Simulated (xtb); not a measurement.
xtb input (GFN1-xTB):

```bash
xtb mol.xyz --gfn 1 --sp --chrg -1 --uhf 0
```
mol.xyz:
```
5

Ge     0.06687803    -0.59132990    -0.00140343
O      1.70323732    -0.62966900    -0.36875830
Cl    -0.84841036     1.54454633     0.15527826
H     -0.94737056    -1.17697927    -1.04822927
H     -0.39564896    -1.12039959     1.40347513
```

End of the output:

```
         :::::::::::::::::::::::::::::::::::::::::::::::::::::
         ::                     SUMMARY                     ::
         :::::::::::::::::::::::::::::::::::::::::::::::::::::
         :: total energy             -11.998333376629 Eh    ::
         :: gradient norm              0.043014895948 Eh/a0 ::
         :: HOMO-LUMO gap              6.285166480752 eV    ::
         ::.................................................::
         :: SCC energy               -12.018444417831 Eh    ::
         :: -> electrostatic           0.176810095331 Eh    ::
         :: repulsion energy           0.021364590189 Eh    ::
         :: dispersion energy         -0.001253548987 Eh    ::
         :: halogen bond corr.         0.000000000000 Eh    ::
         :: add. restraining           0.000000000000 Eh    ::
         :: total charge              -1.000000000000 e     ::
         :::::::::::::::::::::::::::::::::::::::::::::::::::::

           -------------------------------------------------
          |                Property Printout                |
           -------------------------------------------------

    * Orbital Energies and Occupations

         #    Occupation            Energy/Eh            Energy/eV
      -------------------------------------------------------------
         1        2.0000           -0.6992923             -19.0287
         2        2.0000           -0.4847777             -13.1915
         3        2.0000           -0.3992570             -10.8643
         4        2.0000           -0.3138813              -8.5411
         5        2.0000           -0.3124070              -8.5010
         6        2.0000           -0.3076490              -8.3716
         7        2.0000           -0.2889737              -7.8634
         8        2.0000           -0.2739729              -7.4552
         9        2.0000           -0.2510788              -6.8322
        10        2.0000           -0.2423218              -6.5939 (HOMO)
        11                         -0.0113462              -0.3087 (LUMO)
        12                          0.0320739               0.8728
        13                          0.0436269               1.1871
        14                          0.0904347               2.4609
        15                          0.0973117               2.6480
Note: The following floating-point exceptions are signalling: IEEE_DENORMAL
normal termination of xtb
        16                          0.1101852               2.9983
        17                          0.1140841               3.1044
        18                          0.1325590               3.6071
        19                          0.1649194               4.4877
        20                          0.1649267               4.4879
        21                          0.1751626               4.7664
       ...                                ...                  ...
        26                          0.5598637              15.2347
      -------------------------------------------------------------
                  HL-Gap            0.2309756 Eh            6.2852 eV
             Fermi-level           -0.1268340 Eh           -3.4513 eV

  Mulliken/CM5 charges         n(s)   n(p)   n(d)
     1Ge    0.31157  0.23187   1.198  1.845  0.645
     2O    -0.64898 -0.68967   1.753  4.896  0.000
     3Cl   -0.42992 -0.42289   1.952  5.486 -0.009
     4H    -0.11634 -0.05965   1.116  0.000  0.000
     5H    -0.11634 -0.05965   1.116  0.000  0.000

Wiberg/Mayer (AO) data.
largest (>0.10) Wiberg bond orders for each atom

 ---------------------------------------------------------------------------
     #   Z sym  total        # sym  WBO       # sym  WBO       # sym  WBO
 ---------------------------------------------------------------------------
     1  32 Ge   4.558 --     2 O    1.866     5 H    0.907     4 H    0.907
                             3 Cl   0.878
     2   8 O    2.019 --     1 Ge   1.866
     3  17 Cl   0.973 --     1 Ge   0.878
     4   1 H    0.996 --     1 Ge   0.907
     5   1 H    0.996 --     1 Ge   0.907
 ---------------------------------------------------------------------------

Topologies differ in total number of bonds
Writing topology from bond orders to xtbtopo.mol

 dipole moment from electron density (au)
     X       Y       Z
  -1.3876  -0.4641   0.3230  total (Debye):    3.809

           -------------------------------------------------
          | TOTAL ENERGY              -11.998333376629 Eh   |
          | GRADIENT NORM               0.043014895948 Eh/α |
          | HOMO-LUMO GAP               6.285166480752 eV   |
           -------------------------------------------------

------------------------------------------------------------------------
------------------------------------------------------------------------
 total:
 SCF:
```

It need not be the lowest isomer of its formula. Whether it binds its extra electron was not tested at this geometry.
